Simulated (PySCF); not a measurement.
HClGeO (SMILES [OH][Ge][Cl]), singlet, geometry from GFN2-xTB; BLYP/6-31G, TDDFT run with PySCF.

The PySCF input:
```python
from pyscf import gto, scf, dft, tdscf

mol = gto.Mole()
mol.atom = '''
    Ge    0.020097   -0.302547    0.582204
    Cl    0.368257    1.338301   -0.763051
    O    -0.730023   -1.354225   -0.644643
    H    -1.063302   -2.235817   -0.501528
'''
mol.basis = '6-31g'
mol.charge = 0
mol.spin = 0
mol.verbose = 4
mol.build()

mf = dft.RKS(mol)
mf.xc = 'blyp'
mf.kernel()
td = mf.TDDFT()
td.nstates = 5
td.kernel()
td.analyze()
```

Task: Predict the main parts of the log of this PySCF run.

Result: 
```
PySCF version 2.14.0

[INPUT] verbose = 4
[INPUT] num. atoms = 4
[INPUT] num. electrons = 58
[INPUT] charge = 0
[INPUT] spin (= nelec alpha-beta = 2S) = 0
[INPUT] symmetry False subgroup None
[INPUT] Mole.unit = angstrom
[INPUT] Symbol           X                Y                Z      unit          X                Y                Z       unit  Magmom
[INPUT]  1 Ge     0.020097000000  -0.302547000000   0.582204000000 AA    0.037977825925  -0.571730969809   1.100206108626 Bohr   0.0
[INPUT]  2 Cl     0.368257000000   1.338301000000  -0.763051000000 AA    0.695904873454   2.529022362232  -1.441957409075 Bohr   0.0
[INPUT]  3 O     -0.730023000000  -1.354225000000  -0.644643000000 AA   -1.379543534633  -2.559114361039  -1.218198718118 Bohr   0.0
[INPUT]  4 H     -1.063302000000  -2.235817000000  -0.501528000000 AA   -2.009349567702  -4.225081794647  -0.947750563801 Bohr   0.0

nuclear repulsion = 248.288221941289
number of shells = 25
number of NR pGTOs = 162
number of NR cGTOs = 51
basis = 6-31g
ecp = {}

******** <class 'pyscf.dft.rks.RKS'> ********
method = RKS
initial guess = minao
damping factor = 0
level_shift factor = 0
DIIS = <class 'pyscf.scf.diis.CDIIS'>
diis_start_cycle = 1
diis_space = 8
diis_damp = 0
SCF conv_tol = 1e-09
SCF conv_tol_grad = None
SCF max_cycles = 50
direct_scf = True
direct_scf_tol = 1e-13
XC library pyscf.dft.libxc version 7.1.2
    S. Lehtola, C. Steigemann, M. J. T. Oliveira, and M. A. L. Marques,  SoftwareX 7, 1–5 (2018)
XC functionals = blyp
    A. D. Becke,  Phys. Rev. A 38, 3098 (1988)
    C. Lee, W. Yang, and R. G. Parr,  Phys. Rev. B 37, 785 (1988)
    B. Miehlich, A. Savin, H. Stoll, and H. Preuss,  Chem. Phys. Lett. 157, 200 (1989)
radial grids:
    Treutler-Ahlrichs [JCP 102, 346 (1995); DOI:10.1063/1.469408] (M4) radial grids

becke partition: Becke, JCP 88, 2547 (1988); DOI:10.1063/1.454033
pruning grids: <function nwchem_prune>
grids dens level: 3
symmetrized grids: False
atomic radii adjust function: <function treutler_atomic_radii_adjust>
small_rho_cutoff = 0
Set gradient conv threshold to 3.16228e-05
Initial guess from minao.
tot grids = 63416
init E= -2612.29004440339
  HOMO = -0.269831590412027  LUMO = -0.106867309402511  gap/eV = 4.43448
cycle= 1 E= -2612.5176486677  delta_E= -0.228  |g|= 0.943  |ddm|= 2.03
  HOMO = -0.0871321173242694  LUMO = 0.0059020073424767  gap/eV = 2.53159
cycle= 2 E= -2609.35049775995  delta_E= 3.17  |g|= 3.23  |ddm|= 3.99
  HOMO = -0.19847002701695  LUMO = -0.0976493519925365  gap/eV = 2.74347
cycle= 3 E= -2612.59719642861  delta_E= -3.25  |g|= 0.569  |ddm|= 3.78
  HOMO = -0.226489286847406  LUMO = -0.0920797853663213  gap/eV = 3.65747
cycle= 4 E= -2612.68629847831  delta_E= -0.0891  |g|= 0.304  |ddm|= 1.28
  HOMO = -0.233674739146125  LUMO = -0.110157927708133  gap/eV = 3.36106
cycle= 5 E= -2612.720207172  delta_E= -0.0339  |g|= 0.0633  |ddm|= 0.562
  HOMO = -0.230247613778535  LUMO = -0.10633840908302  gap/eV = 3.37174
cycle= 6 E= -2612.7214690604  delta_E= -0.00126  |g|= 0.0167  |ddm|= 0.108
  HOMO = -0.231305929477414  LUMO = -0.107166985399009  gap/eV = 3.37799
cycle= 7 E= -2612.72151507293  delta_E= -4.6e-05  |g|= 0.00388  |ddm|= 0.0179
  HOMO = -0.231473786261255  LUMO = -0.10727069450423  gap/eV = 3.37974
cycle= 8 E= -2612.72151709752  delta_E= -2.02e-06  |g|= 0.00125  |ddm|= 0.00565
  HOMO = -0.231414492771659  LUMO = -0.10715587183678  gap/eV = 3.38125
cycle= 9 E= -2612.72151763181  delta_E= -5.34e-07  |g|= 0.000309  |ddm|= 0.00191
  HOMO = -0.231427958842313  LUMO = -0.107164766229502  gap/eV = 3.38137
cycle= 10 E= -2612.7215176531  delta_E= -2.13e-08  |g|= 4.61e-05  |ddm|= 0.000339
  HOMO = -0.231428850971155  LUMO = -0.107166237994019  gap/eV = 3.38136
cycle= 11 E= -2612.7215176541  delta_E= -9.93e-10  |g|= 2.36e-06  |ddm|= 9.5e-05
  HOMO = -0.231428054233044  LUMO = -0.107165741191527  gap/eV = 3.38135
Extra cycle  E= -2612.72151765411  delta_E= -8.64e-12  |g|= 2.73e-06  |ddm|= 9.83e-06
converged SCF energy = -2612.72151765411

******** <class 'pyscf.tdscf.rks.CasidaTDDFT'> for <class 'pyscf.dft.rks.RKS'> ********
nstates = 5 singlet
deg_eia_thresh = 1.000e-03
wfnsym = None
conv_tol = 1e-05
eigh lindep = 1e-12
eigh level_shift = 0
eigh max_cycle = 100

Excitation energies (eV)
[3.90715848 4.46510392 5.03851617 6.03918889 6.06822376]

** Singlet excitation energies and oscillator strengths **
Excited State   1:      3.90716 eV    317.33 nm  f=0.0295
      29 -> 30       -0.69806
Excited State   2:      4.46510 eV    277.67 nm  f=0.0006
      28 -> 30        0.70384
Excited State   3:      5.03852 eV    246.07 nm  f=0.0123
      26 -> 30        0.10281
      27 -> 30        0.64055
      29 -> 31       -0.26706
Excited State   4:      6.03919 eV    205.30 nm  f=0.0375
      26 -> 30       -0.54175
      28 -> 31        0.14903
      29 -> 31       -0.34689
      29 -> 32       -0.21143
Excited State   5:      6.06822 eV    204.32 nm  f=0.0066
      25 -> 30        0.69760

** Transition electric dipole moments (AU) **
state          X           Y           Z        Dip. S.      Osc.
  1         0.4987     -0.2089     -0.1258      0.3081      0.0295
  2         0.0653     -0.0274     -0.0165      0.0053      0.0006
  3        -0.1003     -0.2883      0.0812      0.0998      0.0123
  4         0.1430      0.4486     -0.1783      0.2535      0.0375
  5         0.1896     -0.0796     -0.0478      0.0446      0.0066

** Transition velocity dipole moments (imaginary part, AU) **
state          X           Y           Z        Dip. S.      Osc.
  1         0.0755     -0.0316     -0.0190      0.0071      0.0328
  2        -0.0046      0.0019      0.0012      0.0000      0.0001
  3        -0.0022     -0.0069      0.0029      0.0001      0.0002
  4         0.0439      0.0834      0.0355      0.0101      0.0305
  5         0.0706     -0.0296     -0.0178      0.0062      0.0185

** Transition magnetic dipole moments (imaginary part, AU) **
state          X           Y           Z
  1        -0.5317     -1.2092     -0.0991
  2        -0.1266     -0.2125     -0.1490
  3         0.2314     -0.0970     -0.0584
  4         0.6976     -0.2924     -0.1763
  5        -0.3302     -0.1974     -0.9802
```
